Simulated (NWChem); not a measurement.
# Basis-set convergence for CH₂BrF

SMILES: C(F)Br
```xyz
5

F      1.7927    -0.8750     0.0000
C      1.1822     0.3199     0.0000
Br    -0.7459     0.1198     0.0000
H      1.4390     0.8802     0.9096
H      1.4390     0.8802    -0.9096
```
Charge 0, spin multiplicity 1.

The numbers come from NWChem runs, not from measurements. Structure: optimised with PBE0/def2-SVP, a minimum by its harmonic frequencies.

Quantity: LUMO energy at the level B3LYP.

The Hamiltonian is non-relativistic. B3LYP has NWChem's definition, with VWN1-RPA local correlation. The Pople sets run with spherical d functions. The structure started from a generated list of species.

| basis | functions | LUMO energy (eV) |
|---|---|---|
| STO-3G | 30 | 4.13 |
| 6-31G* | 64 | (withheld) |
| cc-pVDZ | 65 | -0.15 |
| pcseg-1 | 65 | -0.32 |
| 6-311G** | 92 | -0.49 |
| aug-pcseg-1 | 100 | -0.88 |
| def2-TZVP | 122 | -0.48 |
| def2-TZVPD | 152 | (withheld) |
| cc-pVQZ | 238 | (withheld) |
| def2-QZVP | 249 | -0.67 |

Question: Complete the blanks.

Answer: 
- 6-31G*, LUMO energy (eV): -0.26
- def2-TZVPD, LUMO energy (eV): -0.79
- cc-pVQZ, LUMO energy (eV): -0.65
